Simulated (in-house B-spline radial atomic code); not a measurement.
Settings and results of a run for Pd III (Pd2+). Computed with a radial B-spline atomic code at the basis-set limit: non-relativistic PBE, spin-polarised, spherical fractional occupations, point nucleus, inside a hard spherical wall at 3.16 bohr.

Command:
```bash
python run_scf.py task.json out
```
Settings:
```
Z                46
configuration    [Kr] 4d8
hamiltonian      nr
method           pbe,pbe
spin_polarised   True
wall_radius      3.16
```

Output (hartree, bohr):
```
 radial grid: 43 intervals, B-splines of order 8, outer radius 3.16 bohr

 iter        energy (Eh)    residual
    1       -4934.613365    5.64e-01
    2       -4935.455099    2.98e-01
    3       -4938.430329    1.67e-02
    4       -4938.442323    5.45e-03
    5       -4938.442562    5.00e-04
    6       -4938.442568    2.41e-04
    7       -4938.442569    8.64e-05
    8       -4938.442570    4.92e-06
    9       -4938.442570    2.19e-07

 total energy                     -4938.44257
 kinetic                            4938.3054
 electron-nucleus                 -11733.8631
 Hartree                            1997.4633
 exchange-correlation               -140.3482

 orbital      occ     eigenvalue          <r>       <r^2>       <1/r>     <1/r^3>     <1/r^2>       r_max
 1s up      1.000      -861.9466    0.0331045  0.00146621     45.4794           -     4153.27     0.02191
 1s down    1.000      -861.9466    0.0331044  0.00146621     45.4794           -     4153.27     0.02191
 2s up      1.000      -123.9892     0.143805   0.0242983     10.3265           -     433.647      0.1218
 2s down    1.000      -123.9750       0.1438   0.0242967      10.327           -     433.692      0.1218
 2p up      3.000      -115.2106     0.122924   0.0183926     10.3276     3097.57     144.657     0.09559
 2p down    3.000      -115.2001     0.122917   0.0183906     10.3282     3097.94      144.67     0.09559
 3s up      1.000       -22.8705     0.391885    0.175496     3.65702           -     82.0824      0.3535
 3s down    1.000       -22.8639     0.391839    0.175436     3.65701           -     82.0722      0.3536
 3p up      3.000       -19.3640     0.384276    0.171347     3.57246     538.252     27.1368      0.3402
 3p down    3.000       -19.3563     0.384222    0.171275     3.57241     538.137     27.1328      0.3403
 3d up      5.000       -12.8936     0.357461    0.152315     3.41516     83.1805     14.6917      0.2827
 3d down    5.000       -12.8813     0.357411    0.152235     3.41508     83.1625       14.69      0.2828
 4s up      1.000        -3.7028     0.976081     1.07869     1.39783           -     15.5249      0.8786
 4s down    1.000        -3.6461     0.975201     1.07712     1.40002           -     15.5864      0.8775
 4p up      3.000        -2.6219      1.04961     1.25786     1.28302     86.0457     4.80383      0.9222
 4p down    3.000        -2.5642      1.04917     1.25752     1.28455     86.3602     4.81852      0.9211
 4d up      5.000        -0.8975      1.28354     1.89621      1.0136     8.57874     1.90868       1.071
 4d down    3.000        -0.8408      1.28691     1.90761     1.01192     8.56329     1.90464        1.07
```

Time taken, with all properties: 0.05 s on 1 thread of Arm Neoverse V2 (shared host).
